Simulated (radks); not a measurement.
Values are calculated unless marked as measured or tabulated.
Spherical quantum dot in the effective-mass picture: electrons in a well V = -V0 / (1 + exp((r - R)/a)) with V0 = 39.5, R = 1.47, a = 0.089, with a point charge +1 (a donor) at the centre, all in effective atomic units (hartree* = m*/eps^2 hartree, bohr* = eps/m* bohr), one dielectric constant everywhere. Level of theory: non-relativistic Kohn-Sham, r2SCAN, spin-polarised, spherical densities, generalised Kohn-Sham scheme (a radial shooting solver with Libxc functionals). Levels are named by radial order and angular momentum (1s, 1p, 1d, 2s, ...), and open shells are averaged over m.

N = 8, configuration 1s2 1p6. This is the lowest configuration that the search found. Occupied levels:

| level | occupation | eigenvalue (hartree*) | <r> (bohr*) |
|---|---|---|---|
| 1s | 2 | -31.235 | 0.7527 |
| 1p | 6 | -28.899 | 0.9065 |

Energy (hartree*): total -266.521, kinetic 27.182, external -320.06, Hartree 33.049, exchange-correlation -6.6957.
